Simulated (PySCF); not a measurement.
F2Sr, triplet, geometry from GFN2-xTB (such geometries of metal compounds can be far from the true shape) (a higher spin typed on purpose: for a closed-shell molecule this is an excited state) (core potentials on Sr). Base run: PBE0/def2-SV(P) run with PySCF.

The PySCF input:
```python
from pyscf import gto, scf, dft

mol = gto.Mole()
mol.atom = '''
    Sr   -0.019285   -0.004439   -0.001729
    F    -0.194880    1.548583   -1.320943
    F     0.276304   -1.529840    1.328242
'''
mol.basis = 'def2-sv(p)'
mol.ecp = {'Sr': 'def2-sv(p)'}
mol.charge = 0
mol.spin = 2
mol.verbose = 5
mol.build()

mf = dft.UKS(mol)
mf.xc = 'pbe0'
mf.kernel()
mf.analyze()
```

Each row names what was changed in the base input (with any setting that the change needs).

```tsv
change	basis functions	E (Eh)	HOMO (eV)	dipole (D)
base	51	-229.97152	-3.58	0.09
basis = ANO-RCC-VDZP; relativity = none (without mol.ecp = {'Sr': 'def2-sv(p)'})	59	-3297.67043	-3.29	0.23
basis = ANO-RCC-VDZP; relativity = spin-free X2C; nucleus = Gaussian (with mol.nucmod = 'G'; without mol.ecp = {'Sr': 'def2-sv(p)'})	59	-3378.56129	-3.40	0.17
basis = x2c-SVPall; relativity = spin-free X2C; nucleus = Gaussian (with mol.nucmod = 'G'; without mol.ecp = {'Sr': 'def2-sv(p)'})	78	-3378.11966	-3.55	0.10
basis = jorge-DZP-DKH; relativity = none (without mol.ecp = {'Sr': 'def2-sv(p)'})	66	-3317.79596	-3.16	0.24
basis = jorge-DZP-DKH; relativity = spin-free X2C (without mol.ecp = {'Sr': 'def2-sv(p)'})	66	-3378.34149	-3.26	0.21
basis = ANO-RCC-VDZP; relativity = spin-free X2C (without mol.ecp = {'Sr': 'def2-sv(p)'})	59	-3378.59536	-3.40	0.17
basis = x2c-SVPall; relativity = spin-free X2C (without mol.ecp = {'Sr': 'def2-sv(p)'})	78	-3378.14627	-3.55	0.10
basis = jorge-DZP-DKH; relativity = spin-free X2C; nucleus = Gaussian (with mol.nucmod = 'G'; without mol.ecp = {'Sr': 'def2-sv(p)'})	66	-3378.31143	-3.26	0.21
basis = x2c-SVPall; relativity = none (without mol.ecp = {'Sr': 'def2-sv(p)'})	78	-3306.86869	-3.40	0.12
```

Total energies compare only within one method and basis.

Open shells are given as the SCF converged; they aren't shown to be the lowest states, and a large step between rows can be another state.

Basis sets contracted for a relativistic Hamiltonian are a mismatch without it, so the rows without relativity aren't non-relativistic limits. No row has spin-orbit coupling; sets with core potentials leave out the core electrons.
